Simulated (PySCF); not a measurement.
C₂H₆Mg. Atoms are numbered in the order given.

```xyz
9

Mg     0.0000     0.0000     0.0000
C      0.0000     0.0000    -2.0987
H      0.8144     0.6074    -2.5116
H     -0.9333     0.4016    -2.5116
H      0.1189    -1.0090    -2.5116
C      0.0000     0.0000     2.0987
H      0.8144    -0.6074     2.5116
H     -0.9333    -0.4016     2.5116
H      0.1189     1.0090     2.5116
```

Coordinates come from a TPSSh-D3(BJ)/def2-TZVP optimisation. The isomer is the one that the SMILES or the coordinates give; other isomers of the formula were not compared.

Computed with PySCF with TPSSh-D3(BJ)/def2-TZVP.

Frequencies are harmonic and unscaled.

A small imaginary wavenumber (i) marks a very flat motion, where grid noise or a shallow saddle decides the sign.

Modes within 1.5 cm⁻¹ of each other (mostly degenerate sets) share a row, with their intensities summed.

Computed normal modes with their intensities:
```json
[
 {"mode": "1", "ν (cm⁻¹)": "6i", "IR (km/mol)": "0.0", "moving atoms (share of kinetic energy)": "H 100 %"},
 {"mode": "2–3", "ν (cm⁻¹)": "108", "IR (km/mol)": "41.5", "moving atoms (share of kinetic energy)": "Mg 49 %, H 27 %, C 24 %"},
 {"mode": "4", "ν (cm⁻¹)": "426", "IR (km/mol)": "0.0", "moving atoms (share of kinetic energy)": "C 81 %, H 19 %"},
 {"mode": "5–6", "ν (cm⁻¹)": "504", "IR (km/mol)": "0.0", "moving atoms (share of kinetic energy)": "H 86 %, C 14 %"},
 {"mode": "7–8", "ν (cm⁻¹)": "588", "IR (km/mol)": "279.1", "moving atoms (share of kinetic energy)": "H 76 %, C 18 %"},
 {"mode": "9", "ν (cm⁻¹)": "621", "IR (km/mol)": "73.3", "moving atoms (share of kinetic energy)": "Mg 55 %, C 35 %, H 10 %"},
 {"mode": "10–11", "ν (cm⁻¹)": "1171", "IR (km/mol)": "0.6", "moving atoms (share of kinetic energy)": "H 83 %, C 17 %"},
 {"mode": "12–13", "ν (cm⁻¹)": "1460", "IR (km/mol)": "0.0", "moving atoms (share of kinetic energy)": "H 95 %"},
 {"mode": "14–15", "ν (cm⁻¹)": "1462", "IR (km/mol)": "0.6", "moving atoms (share of kinetic energy)": "H 95 %"},
 {"mode": "16", "ν (cm⁻¹)": "2992", "IR (km/mol)": "74.3", "moving atoms (share of kinetic energy)": "H 97 %"},
 {"mode": "17", "ν (cm⁻¹)": "2994", "IR (km/mol)": "0.0", "moving atoms (share of kinetic energy)": "H 97 %"},
 {"mode": "18–21", "ν (cm⁻¹)": "3059", "IR (km/mol)": "107.2", "moving atoms (share of kinetic energy)": "H 91 %, C 9 %"}
]
```
